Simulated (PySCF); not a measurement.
## TmH₃: from structure and modes to constants

Level of theory: PBE0/[Tm lcecp-1-TZVP with ECP58, H def2-TZVP], scalar-relativistic core potentials, density fitting, no spin–orbit coupling, PySCF.

The valence singlet (4f shell in the core) minimum has C3v symmetry. Masses (u): Tm 168.93421, H 1.00782.

```xyz
4
charge 0 multiplicity 1, angstrom
Tm    0.0000    0.0000   -0.0092
H     1.9272    0.0000    0.3952
H    -0.9636    1.6690    0.3952
H    -0.9636   -1.6690    0.3952
```

Harmonic wavenumbers (cm⁻¹): 213.0 (a1, ×1), 566.7 (e, ×2), 1459.9 (e, ×2), 1533.8 (a1, ×1).

Find the principal moments of inertia and the rotational constants. What kind of rotor is it?

About the centre of mass I = 6.1008, 6.1008, 11.23 u Å². With B = 16.8576/I this gives 2.763, 2.763, 1.501 cm⁻¹. The molecule is an oblate symmetric top.

What is the harmonic zero-point energy?

Half the sum of all 6 wavenumbers, 5800/2 = 2900 cm⁻¹, which is 34.7 kJ/mol (1 cm⁻¹ = 0.0119627 kJ/mol).

Find the vibrational entropy and heat capacity at 298.15 K.

With u = 1.43878 ω/T, each mode gives S = R[u/(eᵘ−1) − ln(1−e⁻ᵘ)] and C = R u² eᵘ/(eᵘ−1)².
```json
{"ω (cm⁻¹)": "213.0", "u": "1.028", "S (J/(mol K))": "8.44", "C (J/(mol K))": "7.62"}
{"ω (cm⁻¹)": "566.7 (×2)", "u": "2.735", "S (J/(mol K))": "2.14", "C (J/(mol K))": "4.62"}
{"ω (cm⁻¹)": "1459.9 (×2)", "u": "7.045", "S (J/(mol K))": "0.06", "C (J/(mol K))": "0.36"}
{"ω (cm⁻¹)": "1533.8", "u": "7.402", "S (J/(mol K))": "0.04", "C (J/(mol K))": "0.28"}
```
The sums over all modes are S = 12.9 and C = 17.9 J/(mol K); the softest mode gives 66 % of the entropy (each member, where degenerate).

Give the standard entropy (298.15 K, 1 bar) by its translational, rotational, vibrational and spin parts, and Cp.

Sackur–Tetrode with M = 171.96 u gives 173.1; rotation with symmetry number 3 gives 64.5; vibration 12.9; spin R ln 1 = 0.0. The total is 250.4 J/(mol K), and Cp = 4 R + 17.9 = 51.1 J/(mol K).

Only a few start shapes were tried, so a lower isomer may exist. The 4f shell sits in the core potential, so its spin is not counted.
